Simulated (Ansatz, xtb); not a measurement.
**Ligand exchange: SnH3Br + C2H4F2 → SnH3(CH3) + CHBrF2**

Species: SnH3Br `[Br][SnH3]`, singlet; C2H4F2 (1,1-difluoroethane) `CC(F)F`, singlet; SnH3(CH3), singlet; CHBrF2 (bromodifluoromethane) `FC(F)Br`, singlet. The partners trade Br for CH3: Sn–Br and C–CH3 bonds give way to Sn–CH3 and C–Br.

Shapes, held fixed at every level: PBE0-D4/def2-TZVP. Programs: Ansatz 0.2.0, xtb 6.7.1. The zero-point and thermal change to 298 K, harmonic and unscaled (PBE0-D4/def2-TZVP), is -6.2 kJ/mol.

Problem. Estimate ΔH(298 K) of this reaction.

Solution. The highest level, CCSD(T)/def2-TZVPP, gives ΔH(298 K) = +152.8 kJ/mol; the levels span +100.4 to +204.6. The column of differences is taken from that level and isn't an error. No measured value is set beside it here. For atoms past krypton def2 sets carry core potentials with scalar relativity. Relativity is left out for Br. Outer-core shells of Br, Sn are correlated, in sets that cover them unevenly. CCSD(T)/def2-TZVPP lies outside the range of all other levels here, so it shouldn't be taken on trust.

```tsv
level	kind	ΔH(298 K) (kJ/mol)	less CCSD(T)/def2-TZVPP
GFN0-xTB	semi-empirical	+100.4	-52.4
HF/def2-SVP	Hartree–Fock	+204.6	+51.8
wB97M-V/def2-TZVPP	range-separated hybrid	+159.2	+6.4
B2PLYP/def2-TZVPP	double hybrid	+159.2	+6.4
MP2/def2-SVP	perturbation theory	+176.6	+23.8
CCSD(T)/def2-SVP	coupled cluster or CI	+175.2	+22.4
CCSD/def2-SVP	coupled cluster or CI	+180.2	+27.4
CCSD/def2-TZVPP	coupled cluster or CI	+158.7	+5.9
CCSD(T)/def2-TZVPP	coupled cluster or CI	+152.8	0.0
```
